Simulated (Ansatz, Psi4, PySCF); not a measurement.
C2H6AlF, charge +1, doublet, geometry from GFN2-xTB (such geometries of metal compounds can be far from the true shape) (a state made from the parent by changing its charge; the spin is typed, not shown lowest). Base run: CCSD(T)/STO-3G (PySCF).

PySCF was given this input:
```python
from pyscf import gto, scf, cc

mol = gto.Mole()
mol.atom = '''
    Al   -0.06741653    0.04317842   -0.06464490
    C     1.85482616   -0.18710113   -0.67645760
    H     2.10559574   -1.24991540   -0.63855570
    H     2.50181800    0.39160797   -0.01275179
    H     1.87397695    0.20006243   -1.70276199
    C    -0.67087180   -0.54759081    1.78120824
    H    -1.39408602   -1.35604266    1.63071577
    H    -1.16371343    0.32057187    2.23272607
    H     0.19716197   -0.87626400    2.35543033
    F    -1.14978493    0.71297911   -1.07254696
'''
mol.basis = 'sto-3g'
mol.charge = 1
mol.spin = 1
mol.verbose = 4
mol.build()

mf = scf.UHF(mol)
mf.kernel()

mycc = cc.CCSD(mf)
mycc.kernel()
et = mycc.ccsd_t()
print('E(CCSD(T)) = %.10f' % (mycc.e_tot + et))
```

The same geometry, method and basis name were run in Ansatz (an electronic-structure program) and Psi4 and PySCF, at each program's defaults and at the settings that a row names. The base is PySCF at its defaults. Differences at the defaults can come from grids, fitting, cores and function types together.

```csv
code and settings,ΔE vs base (mEh),basis functions,E (Eh),SCF cycles
"PySCF, defaults (exact integrals, spherical functions, all electrons correlated)",0.000,30,-415.39863,13
"Psi4, defaults (exact integrals, spherical functions, all electrons correlated)",0.000,30,-415.39863,16
"Ansatz, defaults (factorised integrals, spherical functions, frozen core)",8.290,30,-415.39034,-
"PySCF, frozen core",8.282,30,-415.39035,13
"Psi4, exact integrals, spherical functions, frozen core",8.282,30,-415.39035,16
"Ansatz, high accuracy, frozen core",8.282,30,-415.39035,-
```

Open shells are given as the SCF converged; they aren't shown to be the lowest states, and a large step between rows can be another state.
